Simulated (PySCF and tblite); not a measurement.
C5H9NO, numbered as in [CH2:1]=[CH:2][C:3](=[O:4])[N:5]([CH3:6])[CH3:7].

Geometries GFN2-xTB; weights from PBE0-D3(BJ)/pcSseg-1 (IEF-PCM, chloroform) energies and GFN2-xTB thermal corrections, with symmetry numbers and mirror pairs. Conformers within 3 kcal/mol (GFN2-xTB free energy) were kept, 10 at most. GIAO shieldings: PBE0/pcSseg-1 (IEF-PCM, chloroform). Shifts are against TMS (¹H), TMS (¹³C), NH3 (¹⁵N) at the same level; of two unlike H on one atom, a is the less shielded. Codes: tblite and PySCF.

Torsions listed: C1–C2–C3–O4, O4–C3–N5–C6. Of a mirror pair one member is shown.

```csv
conformer,shape,symmetry,E(GFN2) kcal/mol,E(DFT) kcal/mol
1,"28°, -175°",C1 (pair),0.00,0.00
2,"115°, -3°",C1 (pair),0.30,1.44
```

How much do the weights at 298.15 K and the averaged shift of H1a depend on how the conformers are weighted?


| weighting | 1 (%) | 2 (%) | δ (ppm) | rms dipole (D) |
| --- | --- | --- | --- | --- |
| DFT energy with thermal terms, symmetry and mirror images (full scheme) | 93 | 7 | 6.59 | 4.73 |
| DFT energy with symmetry and mirror images | 92 | 8 | 6.58 | 4.74 |
| bare DFT energy | 92 | 8 | 6.58 | 4.74 |
| GFN2-xTB energy with symmetry and mirror images | 63 | 37 | 6.30 | 4.79 |
| GFN2-xTB free energy | 65 | 35 | 6.33 | 4.78 |
| leading conformer alone | 100 | 0 | 6.66 | 4.72 |
| equal weights | 50 | 50 | 6.19 | 4.81 |

The largest departure from the full scheme, 0.40 ppm, comes with: equal weights.

Rotation about the C–N or B–N bond may be slow on the NMR time scale, and the averages treat it as fast.


¹⁵N shifts are against a computed isolated NH3 molecule, about 20 ppm from the liquid.